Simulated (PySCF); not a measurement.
Species: C₄H₆BNO₂.
Atom-mapped SMILES: `[N:1]#[C:2][C@H:3]1[CH2:4][CH2:5][O:6][BH:7][O:8]1`

NICS = −σ at a ghost point: NICS(0) at the centroid of the ring atoms, NICS(1) 1 Å to either side along the normal of their mean plane, zz for the tensor component along that normal. Level: GIAO PBE/pcSseg-1 (PySCF, non-relativistic, gas phase) on the PBE0-D3(BJ)/def2-SVP geometry, one conformer.

Ring bond lengths (Å): C3–C4 1.529, C4–C5 1.516, C5–O6 1.413, O6–B7 1.353, B7–O8 1.370, O8–C3 1.407.

Q: What do the NICS probes read (ppm)?

A: 
| ring | type | NICS(0) | NICS(1), two faces | NICS(1)zz, two faces | rms pucker (Å) | centre to ring atoms, mean (Å) |
| --- | --- | --- | --- | --- | --- | --- |
| C3–C4–C5–O6–B7–O8 | 6-membered ring with B and 2 O; formal bonds all single | -1.4 | -2.4 / -0.5 | -0.2 / 1.2 | 0.19 | 1.40 |

Q: What can be read from them?

A: 
- C3–C4–C5–O6–B7–O8: mean NICS(1)zz 0.5 ppm, near zero. C3, C4, C5 have four or more neighbours; no verdict on aromaticity is drawn.

Q: What is the mean of the two in-plane components of NICS at the second NICS(1) probe listed for ring C3–C4–C5–O6–B7–O8, 1 Å off the ring?

A: The isotropic value is a third of the trace: (3 × -0.5 − (1.2))/2 = -1.4 ppm.

Q: List the ring angles.

A: 
- C3–C4–C5–O6–B7–O8: C3 111.4°, C4 109.5°, C5 111.0°, O6 120.6°, B7 122.9°, O8 120.3°; sum 695.7° against 720° for a flat convex ring.

Q: What are the shieldings of the ring atoms and their hydrogens in the same run (means over atoms taken as equivalent)?

A: 
```
  atoms                 environment  σ isotropic (ppm)  principal values of the symmetric part, first atom (ppm)
     C3  sp3 carbon bound to oxygen              118.4                                       102.0, 108.3, 144.7
     C4             ring CH2 carbon              145.4                                       134.5, 146.9, 154.7
     C5  sp3 carbon bound to oxygen              118.8                                        96.4, 104.1, 156.0
     O6          boron-bound oxygen              183.6                                        47.6, 170.0, 333.3
     B7      three-coordinate boron               72.9                                          55.4, 69.9, 93.5
     O8          boron-bound oxygen              184.9                                        60.9, 168.0, 325.8
H on C3            methine hydrogen              26.51                                          23.8, 24.7, 31.0
H on C4          methylene hydrogen              29.10                                          25.4, 27.4, 34.5
H on C4          methylene hydrogen              29.40                                          26.0, 27.5, 34.7
H on C5          methylene hydrogen              27.15                                          22.8, 26.5, 32.1
H on C5          methylene hydrogen              26.64                                          23.6, 25.3, 31.0
H on B7                B–H hydrogen              26.99                                          23.8, 26.2, 31.0
```

Q: How do the values depend on the level or the medium?

A: 
| level | NICS(0), C3–C4–C5–O6–B7–O8 | mean NICS(1)zz, C3–C4–C5–O6–B7–O8 |
| --- | --- | --- |
| PBE/pcSseg-1, gas | -1.4 | 0.5 |
| PBE0/pcSseg-1, gas | -1.7 | 0.3 |
| PBE0/pcSseg-1, IEF-PCM chloroform | -1.6 | 0.4 |

The geometry is the same throughout; the continuum's cavity takes Bondi-type radii × 1.2.
